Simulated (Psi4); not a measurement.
C$_{4}$H$_{5}$, doublet, at a GFN2-xTB geometry; Psi4 1.11 with CISD/3-21G.

Psi4 was given this input:
```
memory 2 GB

molecule {
0 2
C    -0.00416143    0.00641022    0.41862519
C    -0.00209261   -0.80382943   -0.82333579
C     0.01842575    0.69136568   -0.93155815
C    -0.01651474    0.03981632    1.67974132
H    -0.91334012   -1.32667342   -1.07822748
H     0.90024908   -1.35023006   -1.05983839
H     0.93730161    1.18394500   -1.21299360
H    -0.88145279    1.20756873   -1.23143505
H    -0.01669960    0.68281303    2.52165902
}

set {
  basis 3-21g
  reference uhf
}

energy('cisd')
print_variables()
```

Output, abridged:

```
Traceback (most recent call last):
  File "psi4", line 375, in <module>
  File "<string>", line 30, in <module>
  File "site-packages/psi4/driver/driver.py", line 461, in energy
  File "site-packages/psi4/driver/task_planner.py", line 255, in task_planner
  File "site-packages/psi4/driver/driver_util.py", line 222, in negotiate_derivative_type
  File "site-packages/psi4/driver/driver_util.py", line 355, in highest_analytic_derivative_available

psi4.driver.p4util.exceptions.MissingMethodError: Method=cisd is not available for any derivative level under conditions CI_TYPE=CONV, REFERENCE=UHF, FREEZE_CORE=FALSE, QC_MODULE=(auto). See https://psicode.org/psi4manual/master/introduction.html#ss-cisd. Or did you mean? ccd ccsd cisdt cisdtq qcisd lccsd ci2 ci3 ci4 ci5 ci6 ci7 ci8 ci9 ci10 ci11 ci12 ci13 ci14 ci15 ci16 ci17 ci18 ci19 ci20 ci21 ci22 ci23 ci24 ci25 ci26 ci27 ci28 ci29 ci30 ci31 ci32 ci33 ci34 ci35 ci36 ci37 ci38 ci39 ci40 ci41 ci42 ci43 ci44 ci45 ci46 ci47 ci48 ci49 ci50 ci51 ci52 ci53 ci54 ci55 ci56 ci57 ci58 ci59 ci60 ci61 ci62 ci63 ci64 ci65 ci66 ci67 ci68 ci69 ci70 ci71 ci72 ci73 ci74 ci75 ci76 ci77 ci78 ci79 ci80 ci81 ci82 ci83 ci84 ci85 ci86 ci87 ci88 ci89 ci90 ci91 ci92 ci93 ci94 ci95 ci96 ci97 ci98

Printing out the relevant lines from the Psithon --> Python processed input file:
    H    -0.01669960    0.68281303    2.52165902
    """)
    core.IO.set_default_namespace("")
    core.set_global_option("BASIS", "3-21g")
    core.set_global_option("REFERENCE", "uhf")
--> energy('cisd')
    print_variables()

!----------------------------------------------------------------------------------!
!                                                                                  !
!  Method=cisd is not available for any derivative level under conditions          !
!     CI_TYPE=CONV, REFERENCE=UHF, FREEZE_CORE=FALSE, QC_MODULE=(auto). See        !
!     https://psicode.org/psi4manual/master/introduction.html#ss-cisd. Or did you  !
!     mean? ccd ccsd cisdt cisdtq qcisd lccsd ci2 ci3 ci4 ci5 ci6 ci7 ci8 ci9 ci10 !
!     ci11 ci12 ci13 ci14 ci15 ci16 ci17 ci18 ci19 ci20 ci21 ci22 ci23 ci24 ci25   !
!     ci26 ci27 ci28 ci29 ci30 ci31 ci32 ci33 ci34 ci35 ci36 ci37 ci38 ci39 ci40   !
!     ci41 ci42 ci43 ci44 ci45 ci46 ci47 ci48 ci49 ci50 ci51 ci52 ci53 ci54 ci55   !
!     ci56 ci57 ci58 ci59 ci60 ci61 ci62 ci63 ci64 ci65 ci66 ci67 ci68 ci69 ci70   !
!     ci71 ci72 ci73 ci74 ci75 ci76 ci77 ci78 ci79 ci80 ci81 ci82 ci83 ci84 ci85   !
!     ci86 ci87 ci88 ci89 ci90 ci91 ci92 ci93 ci94 ci95 ci96 ci97 ci98             !
!                                                                                  !
!----------------------------------------------------------------------------------!
```

The input was rejected before any calculation.
